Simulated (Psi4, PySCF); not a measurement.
Internal rotation in SMILES C[SiH2][SiH2]Cl. Scanned: dihedral C1–Si2–Si3–Cl4; all other coordinates were relaxed at B3LYP-D3(BJ)/def2-SVP. Points at φ and −φ are mirror images. Heavy atoms are numbered in the order of the SMILES C[SiH2][SiH2]Cl, hydrogens after them in the order of the atoms that carry them; the mirror image has the same energies with the sign of each dihedral reversed.

- RHF/3-21G = PySCF with restricted Hartree-Fock/3-21G // B3LYP-D3(BJ)/def2-SVP
- MP2/cc-pVTZ = DF-MP2 (frozen core)/cc-pVTZ // B3LYP-D3(BJ)/def2-SVP (Psi4)

Energies relative to the lowest point of each profile, in kcal/mol:

```csv
φ / °,RHF/3-21G
-150,1.00
-120,1.42
-90,0.79
-60,0.00
-30,0.23
0,0.72
30,0.23
60,0.00
90,0.79
120,1.42
150,1.00
180,0.47
```

**Question.** What does MP2/cc-pVTZ give at the same points?

**Answer.** -150: 0.99; -120: 1.47; -90: 0.76; -60: 0.00; -30: 0.35; 0: 0.78; 30: 0.35; 60: 0.00; 90: 0.76; 120: 1.47; 150: 0.99; 180: 0.50 (kcal/mol).
